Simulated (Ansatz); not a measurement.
Na₈⁺. The state is a doublet with charge 1. Geometry r2SCAN/def2-SVP; atoms count from 1.

```xyz
8

Na    1.380    2.233    2.180
Na   -3.166   -2.355    1.129
Na   -2.032    1.186    1.147
Na    2.587   -0.282   -0.271
Na    1.464   -0.390   -3.816
Na    0.345    2.183   -1.376
Na    0.213   -1.285    2.260
Na   -0.792   -1.288   -1.253
```

Another isomer (doublet) lies 0.06 eV lower at PBE0/def2-TZVP; other spin states weren't run for this one.

(1) Estimate the Mulliken populations from the PBE0/def2-TZVP orbitals of Ansatz.

(2) Where does the spin sit?

(3) And the Mayer bond orders between bonded heavy atoms (over 0.3)?

## Answers

(1) 
```
atom  charge (e)  spin (α − β)
 Na1        0.05         -0.01
 Na2        0.00         -0.03
 Na3        0.14          0.25
 Na4        0.14          0.25
 Na5        0.00         -0.03
 Na6        0.14          0.25
 Na7        0.14          0.25
 Na8        0.40          0.08
```
Mulliken values and Mayer orders depend strongly on the basis.

(2) Summed by element: Na 1.00, of 1 unpaired in all. Largest on single atoms: Na3 0.25, Na7 0.25, Na4 0.25.

(3) Na2–Na3 0.31 (3.72 Å); Na2–Na7 0.31 (3.72 Å); Na4–Na5 0.31 (3.72 Å); Na5–Na6 0.31 (3.72 Å).
